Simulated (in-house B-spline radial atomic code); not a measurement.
Computed with a B-spline radial atomic code. Model: two electrons, singlet ground state, non-relativistic, full CI in B-splines with partial waves to l = 8 (at full coupling up to 3e-4 hartree above the limit, correlation up to 0.6 % small), density held at that of full coupling by Lieb maximisation.

Along the adiabatic connection the electron repulsion is scaled by a coupling λ while a local potential keeps the density fixed. At λ = 0 the system is the Kohn-Sham one and W equals the exchange energy; the exchange-correlation energy is the area under W between 0 and 1. The kinetic energy rises with λ as the electrons avoid each other, with dT/dλ = −λ dW/dλ.

Command:
```bash
python run_ac.py task.json out
```
Settings (lengths in bohr, energies in hartree):
```
potential              yukawa
strength               7.41
lmax                   8
second                 1.69
```

Cost of the run: 19 s on 1 thread of Intel(R) Xeon(R) Processor @ 2.30GHz, with other jobs on the host.

**W = mean repulsion less Hartree energy, and W of three functionals.**

Given: confinement screened point charge; nuclear charge 7.41; screening of the nucleus 1.69 1/bohr; external potential -Z exp(-k r)/r.

Computed: LDA exchange minus exact 591.5 millihartree; PBE exchange minus exact 69.276 millihartree.

```csv
coupling,W xc (hartree),W xc minus exchange (millihartree),kinetic minus Kohn-Sham (millihartree),LDA (PW92) W minus its exchange (millihartree),PBE W minus its exchange (millihartree),SCAN W minus its exchange (millihartree)
0,-4.2169,0,0,0,0,0
0.02,-4.2188,-1.883,0,-15.31,-1.84,-1.84
0.05,-4.2216,-4.702,0.1,-32.67,-4.61,-4.58
0.12,-4.2281,-11.24,0.7,-65.78,-11.13,-10.89
0.25,-4.2402,-23.251,2.9,-115.6,-23.3,-22.37
0.4,-4.2538,-36.904,7.3,-163.68,-37.34,-35.3
0.6,?,?,?,?,?,?
0.8,-4.2892,-72.265,28.5,-267.33,-74.33,-68.37
1,-4.3063,-89.396,43.9,-311.09,-92.45,-84.23
1.4,-4.3395,-122.61,83.7,-388.43,-127.84,-114.81
2,-4.3869,-169.98,164.1,-486.98,-178.63,-158.08
3,-4.4599,-242.95,345.9,-621.66,-257.27,-224.32
4.5,-4.5572,-340.28,709.2,-781.54,-362.54,-312.46
7,?,?,?,?,?,?
10,-4.824,-607.08,2589.2,-1164.3,-654.53,-557.53
```

Problem. What belongs in the row 0.6?

Solution. W xc (hartree): -4.2717; W xc minus exchange (millihartree): -54.771; kinetic minus Kohn-Sham (millihartree): 16.3; LDA (PW92) W minus its exchange (millihartree): -218.84; PBE W minus its exchange (millihartree): -55.94; SCAN W minus its exchange (millihartree): -52.07.

Problem. What belongs in the row 7?

Solution. W xc (hartree): -4.6933; W xc minus exchange (millihartree): -476.37; kinetic minus Kohn-Sham (millihartree): 1485.7; LDA (PW92) W minus its exchange (millihartree): -983.42; PBE W minus its exchange (millihartree): -510.57; SCAN W minus its exchange (millihartree): -436.45.

Problem. What is the SCAN exchange minus exact?

Solution. -9.6285 millihartree.

**Energy parts, natural occupations and partial-wave weights.**

Computed: exchange energy -4.2169 hartree; correlation energy -0.045494 hartree; kinetic part of the DFT correlation energy 0.043902 hartree; initial slope twice GL2 -0.094266 hartree; kinetic part over minus potential part 0.4911; Hartree energy 8.4338 hartree; Lieb Oxford ratio E_xc over LDA exchange 1.1757.

```csv
natural,occupation of the shell (electrons)
s,1.9989
p,0.00059459
s,0.00043844
d,3.2703e-05
p,?
s,1.0725e-05
```

Problem. What belongs in the row p?

Solution. occupation of the shell (electrons): 2.4242e-05.

```
wave      weight
   s     0.99967
   p  0.00031073
   d  1.8499e-05
   f           ?
   g  6.5863e-07
```

Problem. What belongs in the row f?

Solution. weight: 2.7575e-06.

Problem. What is the Kohn-Sham kinetic?

Solution. 46.86 hartree.

Problem. What is the total energy?

Solution. -29.3469 hartree.

Half-way to full coupling W has made 51 % of its drop, against 50 % for a straight line, and second-order (GL2) theory, half the initial slope, overshoots the correlation energy by about 4 %: correlation is weak here. Over couplings 0 to 1 the errors in E_xc come to about +455 millihartree for LDA, +68 millihartree for PBE, -7.3 millihartree for SCAN, so SCAN is nearest. In LDA and PBE and SCAN the errors of exchange and correlation have opposite signs, so the sum is smaller than the larger of the two.
